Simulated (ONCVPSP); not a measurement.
**Pseudopotential generation for cobalt (Co): ONCV, LDA (Perdew-Zunger), scalar-relativistic.**

ONCVPSP 4.0.1 input, shortened (lines: element, Z, core and valence counts, functional; n l f; lmax; l rc ep ncon nbas qcut; lloc lpopt rc5 dvloc0; l nproj debl; icmod fcfact rcfact), LDA (Perdew-Zunger), scalar-relativistic:

```
  Co 27.00    4    4        3      upf
    1    0    2.00
    2    0    2.00
    2    1    6.00
    3    0    2.00
    3    1    6.00
    3    2    7.00
    4    0    1.50
    4    1    0.50
    3
    0    2.05    0.00    4    8    3.40
    1    1.40    0.00    4    7   11.40
    2    1.50    0.00    4    9   12.20
    3    1.65    0.03    4    8    7.60
    4    4    1.05    0.00
    0    1    1.80
    1    2    2.50
    2    1    2.30
    3    2    3.70
    1    0.25    0.00
```

Results:

```json
{
 "Cutoffs needed": "51 Ha and 58 Ha (the cutoffs (Ha) at which the residual kinetic energy of the hardest occupied pseudo-wave falls to 1 and 0.1 mHa per electron)",
 "Ghost test": "ghosts flagged at negative energy: s at -51.2 eV; GHOST(+) flags only above 600 eV; a true bound ghost makes a file unfit for plane-wave use",
 "Configuration tests": "1 of 4 tests not solved or not reliable",
 "rms error of d²Exc/dni dnj": "3.36 mHa without and 0.75 mHa with the model core"
}
```

Generation and tests took about 2.8 s on one core of a shared server CPU.
